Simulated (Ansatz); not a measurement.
Ansatz (an electronic-structure program) input (CAM-B3LYP/def2-TZVPD):

Ansatz 0.2 input:
```yaml
crystal:
  periodic: [false, false, false]
  atoms:
    - {symbol: B, position_ang: [0.16839656, 0.13790500, -0.48883775]}
    - {symbol: F, position_ang: [1.12695929, -0.44488393, 0.22267439]}
    - {symbol: N, position_ang: [-1.10898947, 0.34994639, 0.00528029]}
    - {symbol: H, position_ang: [-1.83226603, 0.79080338, -0.53444162]}
    - {symbol: H, position_ang: [-1.38942405, 0.07400228, 0.93759890]}
basis:
  gaussian:
    orbitals: def2-TZVPD
hamiltonian:
  xc: {name: CAM-B3LYP}
magnetization: {spin_polarized: true, initial_magnetization: 1}
output: {forces: true}
```

Output:

```
Functional definition: CAM-B3LYP
integrals: 0.04 GiB planned
643 factors; their error is unknown
integrals: 0.08 GiB planned
244 factors; integrals over basis functions are off by at most 3.0e-5 eV
0.21 GiB of the device are held for the grids
0.79 GiB of device memory are held for the factors and their scratch space
mean field: 0.47 GiB planned
mean field evaluation 1: about -4911.3554 eV, gradient 4.0e1 eV
mean field evaluation 2: about -4909.5913 eV, gradient 4.5e1 eV
mean field evaluation 4: about -4916.8797 eV, gradient 8.0e-1 eV
mean field evaluation 8: about -4916.8845 eV, gradient 3.9e-2 eV
mean field evaluation 16: about -4916.8931 eV, gradient 1.2e-4 eV
mean field -4916.89314941 eV, -180.6924904509 hartree, gradient 3.9e-5 eV, S^2 0.751878; 0 other end points of the search recorded, 0 dependent functions left out
the calculation of the forces begins
reference -4916.89326096 eV, -180.6924945503 hartree; 12, 11 occupied and 120, 121 virtual orbitals, 643 factors
Total energy: -4916.89326096 eV, -180.6924945503 hartree
Atom 0 at     0.168397     0.137905    -0.488838 Å, force    -0.003466    -0.047762     0.124821 eV/Å
Atom 1 at     1.126959    -0.444884     0.222674 Å, force    -0.155968     0.081870    -0.082673 eV/Å
Atom 2 at    -1.108989     0.349946     0.005280 Å, force     0.097749    -0.036108     0.012980 eV/Å
Atom 3 at    -1.832266     0.790803    -0.534442 Å, force     0.025022    -0.009333     0.003552 eV/Å
Atom 4 at    -1.389424     0.074002     0.937599 Å, force     0.036662     0.011333    -0.058679 eV/Å
Dipole moment:    -0.498085     0.110260     0.122215 e Å
```

It need not be the lowest isomer of its formula.
